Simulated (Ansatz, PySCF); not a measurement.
Species: chloro(difluoro)methane, CHClF$_{2}$ (charge 0, singlet). 
Geometry from a B3LYP-D3(BJ)/def2-TZVP (Ansatz, a program for electronic structure) optimisation:
```
C
F 1 1.3432
F 1 1.3432 2 108.21
H 1 1.0879 2 110.03 3 120.24
Cl 1 1.7787 4 109.10 3 120.43
```
Charge 0, spin multiplicity 1.

Property: atomisation energy (electronic, to ground-state atoms), in kcal/mol. Cores are frozen in the correlated levels unless marked. UHF or UKS for open shells. Spin-orbit coupling is left out. No relativistic terms. The coupled-cluster limit lacks core correlation, which all-electron functionals hold. CBS(X,Y): correlation extrapolated as X^-3; Hartree-Fock from the larger set. [CCSD(T)-MP2]/basis is that difference in the basis named.

```csv
level,program,atomisation energy (kcal/mol),minus last row
HF-D4/def2-TZVPD,PySCF + dftd4,285.4,-132.4
BLYP/def2-TZVPD,Ansatz,414.8,-3.0
revPBE/def2-TZVPD,Ansatz,414.5,-3.3
PBE0/6-31G*,Ansatz,419.8,2.0
wB97M-V/def2-TZVPD,Ansatz,418.8,1.0
CCSD(T)/aug-cc-pV(D+d)Z,Ansatz,386.1,-31.7
"RI-MP2/CBS(aug-cc-pV(T+d)Z,aug-cc-pV(Q+d)Z)+[CCSD(T)-MP2]/aug-cc-pV(T+d)Z",Ansatz,417.8,0.0
```
